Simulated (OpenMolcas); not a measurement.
# Fe4+: effect of the active space

```json
{
 "Program": "OpenMolcas 26.06",
 "Method": "SS-CASPT2 or its RAS form, IPEA 0.25 Eh, imaginary shift 0.1 Eh",
 "Basis": "ANO-R2",
 "Scalar Hamiltonian": "X2C, finite nucleus",
 "Spin-orbit coupling": "state interaction with AMFI integrals over the reference wave functions, term energies averaged over their components"
}
```

A. 4 electrons in 5 orbitals (3d); 2S+1 = 5 even, 5 roots; 2S+1 = 3 even, 45 roots; 2S+1 = 1 even, 50 roots; closed shells correlated: 3s 3p; CASPT2 step of the order of 30 core-seconds
B. 10 electrons in 8 orbitals (RAS1 3p, at most 2 holes; RAS2 3d); 2S+1 = 5 even, 5 roots; 2S+1 = 3 even, 45 roots; 2S+1 = 1 even, 44 roots; closed shells correlated: 3s; CASPT2 step of the order of 100 core-seconds
C. 4 electrons in 10 orbitals (3d 4d); 2S+1 = 5 even, 5 roots; 2S+1 = 3 even, 45 roots; 2S+1 = 1 even, 44 roots; closed shells correlated: 3s 3p; CASPT2 step of the order of 19 core-minutes

Energies in cm-1 above 3d4 5D0, the measured ground level; measured values from Corliss and Sugar, J. Phys. Chem. Ref. Data 11, 135 (1982).

```tsv
Level	A	B	C	Measured
3d4 5D0	0.0	0.0	0.0	0.0
3d4 5D1	147	151	149	142
3d4 5D2	431	442	437	417
3d4 5D3	838	858	849	803
3d4 5D4	1350	1382	1371	1283
3d4 3P0(1)	24300	24630	24560	24055
3d4 3P1(1)	25180	25540	25450	24973
3d4 3H4	25360	25310	25470	24932
3d4 3H5	25680	25640	25810	25226
3d4 3H6	26030	26000	26190	25528
3d4 3P2(1)	26680	27090	26970	26468
3d4 3F2(1)	27160	27450	27350	26761
3d4 3F3(1)	27260	27550	27450	26842
3d4 3F4(1)	27410	27740	27630	26974
3d4 3G3	30390	30600	30530	29817
3d4 3G4	30760	30990	30920	30147
3d4 3G5	31070	31290	31250	30430
3d4 3D3	37390	37910	37550	36630
3d4 3D2	37510	38040	37670	36758
3d4 3D1	37640	38170	37780	36925
3d4 1G4(1)	37680	37940	38000	36586
3d4 1I6	38450	38120	38700	37512
3d4 1F3	53810	54070	54130	52733
3d4 3P2(2)	63220	63370	63360	61854
```

Deviations, from unrounded energies. A percentage is the sum of absolute deviations over the sum of measured energies, with the sign that they share, or ± where signs differ.

```
                        Against measurement  Levels     A     B     C
             mean absolute deviation (cm-1)      23   520   720   690
      fine structure of the ground term (%)       4  +4.6  +7.1  +6.1
other terms of the ground configuration (%)      19  +1.9  +2.6  +2.5
```

A lies closest to measurement on these levels and B furthest from it. The largest miss of A in the table is 3d4 3P2(2), by +1400 cm-1. The ranking rests on the paired levels alone, and a cruder setting can come out closer through cancelling errors.

The spin-orbit steps hold different terms of 3d4 (B lacks a 1D, a 1S; C lacks a 1D, a 1S), which shifts levels as well.

Among A to C the level of the table that moves most is 3d4 1I6, by 580 cm-1 (lowest in B, highest in C). Moves below CASPT2's spread within the term are not significant.

CASPT2 breaks the degeneracy within a term, and the mean is taken; among the terms shown or strongly mixed into the levels shown the widest spread is 330 cm-1 (3d4 1G(1), A). The CASPT2 spread within a term exceeds the gap to the next term for 3d4 3D and 3d4 1G(1), so the order of their levels is uncertain (figures for A; the like holds for B, C). Active for correlation alone: 3p; no level in the range computed is led by a configuration that opens it, so any true level of that kind is missing (holds for B). Active for correlation alone: 4d; no level in the range computed is led by a configuration that fills it, so any true level of that kind is missing (holds for C). Computed and measured levels are paired by configuration, term and J; levels that our copy of the source lacks, or whose pairing is in doubt (as where it misses far off the trend of its configuration), stay unpaired and out of the deviations. Levels of configurations outside the active space are missing. The table leaves out levels that lie high or whose names do not pair safely across all columns.

A number in round brackets counts repeated terms of one configuration in the order of the reference energies.
